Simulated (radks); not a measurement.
Problem. Isoelectronic series with 22 electrons, each ion in its NIST ground configuration. Calculated with a radial shooting solver on a logarithmic mesh with Libxc functionals: scalar-relativistic Kohn-Sham, PBE, spin-polarised, spherical densities, finite nucleus; open shells are filled with parallel spins first; Fermi nuclear charge, rms radius of each element as measured or else 0.836 A^(1/3) + 0.57 fm. Total energies (hartree) and mean radii <r> (bohr) (* marks an orbital that is empty in some or all of the ions):

| ion | configuration | E (hartree) | 3d down* | 3d up | 3p down | 3p up |
|---|---|---|---|---|---|---|
| Ti | [Ar] 3d2 4s2 | -853.59003 | 1.701 | 1.583 | 1.088 | 1.086 |
| V+ | [Ar] 3d4 | -948.84990 | 1.611 | 1.519 | 1.032 | 1.030 |
| Cr2+ | [Ar] 3d4 | -1049.81936 | 1.259 | 1.211 | 0.9596 | 0.9552 |
| Mn3+ | [Ar] 3d4 | -1156.37606 | 1.065 | 1.033 | 0.8929 | 0.8872 |
| Co5+ | [Ar] 3d4 | -1386.20319 | 0.8400 | 0.8226 | 0.7802 | 0.7744 |
| Ni6+ | [Ar] 3d4 | -1509.47949 | 0.7655 | 0.7517 | 0.7333 | 0.7278 |
| Cu7+ | [Ar] 3d4 | -1638.34334 | 0.7051 | 0.6937 | 0.6916 | 0.6864 |
| Zn8+ | [Ar] 3d4 | -1772.80886 | 0.6546 | 0.6450 | 0.6542 | 0.6495 |
| Ga9+ | [Ar] 3d4 | -1912.89140 | 0.6117 | 0.6035 | 0.6207 | 0.6163 |
| Ge10+ | [Ar] 3d4 | -2058.60839 | 0.5745 | 0.5674 | 0.5904 | 0.5864 |

Estimate the row of Fe4+ ([Ar] 3d4).

Solution. E (hartree) -1268.50428; 3d down* 0.9353; 3d up 0.9127; 3p down 0.8332; 3p up 0.8272.
